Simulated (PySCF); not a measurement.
Ge(I)4, GeI4, SMILES [I][Ge]([I])([I])[I], CAM-B3LYP/def2-SVP optimised geometry. Atoms within 1.6 Å of the plane z = 0.0 Å (x, y, z in Å): I1 (1.68, -1.19, 0.00), Ge2 (-0.84, -1.19, 0.00), I4 (-1.68, 1.19, 0.00).

Calculation: CAM-B3LYP/def2-TZVP, def2 effective core potentials past Kr run with PySCF 2.14.0. The core electrons that the potentials of I replace are not part of the density. Cells within 0.4 Å of a nucleus heavier than hydrogen are left out (blank, or x).

Map of the log10 of the electron density (e/bohr³), floored at −4 on the plane z = 0.0 Å:

```
|000000000000000000000000000|
|000000111110000000000000000|
|000011222221100000000000000|
|001122333332211000000000000|
|012233444443321100000000000|
|122344555554432100000000000|
|123455666665432210000000000|
|234556788766543210000000000|
|2345678xx976543211111000000|
|2345679xx976543222222110000|
|2345679xx976543333333221100|
|234566788766543334444332110|
|233456677666544445555443210|
|123445666666554556665543321|
|122344566666655566776654321|
|012334556788666667887654321|
|0122345579xx866679xx9765421|
|011234457xxx866679xx9765431|
|0122344568x9766679xx8765421|
|012234456677665667887654321|
|012234455565555566666654321|
|012233445555444455555543211|
|012233444444333444554433210|
|011223333333333333443322100|
|001222333332222222332221000|
|001122222222211111221110000|
|000111222221110000110000000|
```
Scale: ten equal steps from -4.00 (start of '0') to 0.426 (end of '9'), in the order '0123456789'; x runs from -4.00 to 4.00, y from -4.00 (bottom) to 4.00 (top).
